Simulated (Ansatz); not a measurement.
Reaction (cleavage of the Al–Zn bond): `[NH2][Zn][AlH][F]` + CH₃SH → `C[S][AlH][F]` + `[NH2][ZnH]`

Calculated with Ansatz (gas phase, PBE0-D4/def2-TZVP geometries, no zero-point term in ΔE). CCSD(T)/CBS is the MP2 limit (def2-TZVPP, def2-QZVPP) plus CCSD(T) − MP2 in def2-TZVPP, frozen cores. This one scheme is used for every species. DFT in def2-TZVPP. For Zn outer-core shells are correlated without core-valence functions, which leaves a few kJ/mol of doubt a bond. Scalar relativity is left out up to krypton. Each species was taken in one conformer, which may not be the lowest.

`[NH2][Zn][AlH][F]`:

Cartesian coordinates in Å:
```
N -1.312 -0.206 1.732
Zn -0.242 -0.021 0.270
Al 1.180 0.134 -1.724
F 2.780 -0.254 -1.519
H -2.249 0.161 1.788
H -0.960 -0.381 2.660
H 0.803 0.566 -3.206
```

CH₃SH:

Z-matrix (Å, degrees):
```
C
S 1 1.806
H 1 1.089 2 111.5
H 1 1.089 2 111.5 3 -123.8
H 1 1.090 2 106.2 3 118.1
H 2 1.342 1 97.1 3 61.9
```

`C[S][AlH][F]`:

Z-matrix (Å, degrees):
```
C
S 1 1.825
H 1 1.091 2 112.1
H 1 1.089 2 108.6 3 120.5
H 1 1.089 2 108.7 3 -120.5
Al 2 2.158 1 99.4 3 0.2
F 6 1.647 2 118.3 1 180.0
H 6 1.574 2 121.8 1 -0.1
```

`[NH2][ZnH]`:

Cartesian coordinates in Å:
```
N 0.719 0.345 0.250
Zn -0.747 -0.430 -0.492
H 1.252 -0.151 0.948
H 0.702 1.324 0.493
H -1.925 -1.088 -1.199
```

Problem. Is it downhill or uphill in electronic energy at CCSD(T)/CBS, and by how much? (An estimate is asked.)

Solution. The calculation gave: Downhill: ΔE = -17.8 kcal/mol.

Problem. What do these levels give: LDA (SPW92), PBE-D4, BLYP-D4, B97M-V, BHLYP-D4, ωB97M-V, PBE, r2SCAN0, HF/def2-SVP, CCSD/def2-SVP, MP2/def2-TZVPP, CCSD/def2-TZVPP? (Estimate.)

Solution. Ansatz gave: LDA (SPW92) -17.5, PBE-D4 -16.4, BLYP-D4 -16.8, B97M-V -19.5, BHLYP-D4 -17.7, ωB97M-V -18.0, PBE -15.6, r2SCAN0 -18.6, HF/def2-SVP -15.9, CCSD/def2-SVP -16.8, MP2/def2-TZVPP -20.2, CCSD/def2-TZVPP -17.6 kcal/mol.

Largest T1 diagnostic among the species: 0.016.

From BLYP to BHLYP (50 % exact exchange), in def2-TZVPP and without D4, ΔE moves by −1.6 kcal/mol. The D4 term adds −1.3 kcal/mol with B3LYP and −0.7 kcal/mol with PBE0; it sums over pairs of atoms, weighted by their polarisabilities, and B3LYP, whose exchange is more repulsive, gets the larger term.

B3LYP here is the variant with VWN-RPA as its local correlation; programs differ in this.
